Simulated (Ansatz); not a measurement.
Abridged output of a molecular run in Ansatz:

```
Functional definition: HF
1000 factors; integrals over basis functions are off by at most 1.5e-3 eV
mean field evaluation 1: about -7560.8499 eV, gradient 3.1e1 eV
mean field evaluation 2: about -7560.9802 eV, gradient 3.1e1 eV
mean field evaluation 4: about -7563.4453 eV, gradient 4.3e0 eV
mean field evaluation 8: about -7563.4909 eV, gradient 1.8e-1 eV
mean field -7563.49099864 eV, -277.9531674817 hartree, gradient 1.0e-6 eV, S^2 0.000000; 0 other end points of the search recorded, 0 dependent functions left out
5 core orbitals not correlated: weight in the atoms' cores, before any rotation towards them, 1.000 or more for the frozen orbitals, at most 0.000 for the correlated occupied ones
reference -7563.49099864 eV, -277.9531674817 hartree; 15, 15 occupied and 80, 80 virtual orbitals, 1000 factors
second order -20.13724902 eV of doubles, -0.00000000 eV of singles
cycle   1  -20.76757205 eV  change   -6.3e-1 eV  update   9.5e-2
cycle   2  -21.27213945 eV  change   -5.0e-1 eV  update   2.7e-2
cycle   3  -21.38820702 eV  change   -1.2e-1 eV  update   1.3e-2
cycle   4  -21.38439985 eV  change    3.8e-3 eV  update   2.7e-3
cycle   5  -21.38421233 eV  change    1.9e-4 eV  update   1.1e-3
cycle   6  -21.38469644 eV  change   -4.8e-4 eV  update   3.5e-4
cycle   7  -21.38450946 eV  change    1.9e-4 eV  update   1.4e-4
cycle   8  -21.38442672 eV  change    8.3e-5 eV  update   5.2e-5
cycle   9  -21.38443940 eV  change   -1.3e-5 eV  update   2.1e-5
perturbative correction -0.53477301 eV, -0.0196525457 hartree
Total energy: -7585.41021105 eV, -278.7586836804 hartree
```

Its atoms:

Z-matrix (Å, degrees):
```
B
O 1 1.749
C 1 1.611 2 83.3
H 1 1.196 2 107.5 3 119.7
H 1 1.205 2 104.0 3 -114.6
C 2 1.472 1 85.7 3 14.7
H 2 0.962 1 115.2 3 127.3
F 3 1.394 1 115.3 2 98.1
H 3 1.091 1 119.4 2 -132.0
H 6 1.091 2 109.5 1 102.2
H 6 1.090 2 109.0 1 -136.1
```

(1) Which basis set was used?
A. def2-TZVPP
B. cc-pV(Q+d)Z
C. def2-SVPD
D. def2-SVP

(2) Write the keys of the input that set method, charge and spin (a neutral closed shell needs none for the last two).

Answers

(1) D. It gives 100 functions.

(2) 
```yaml
correlation: {method: ccsd_t}
```
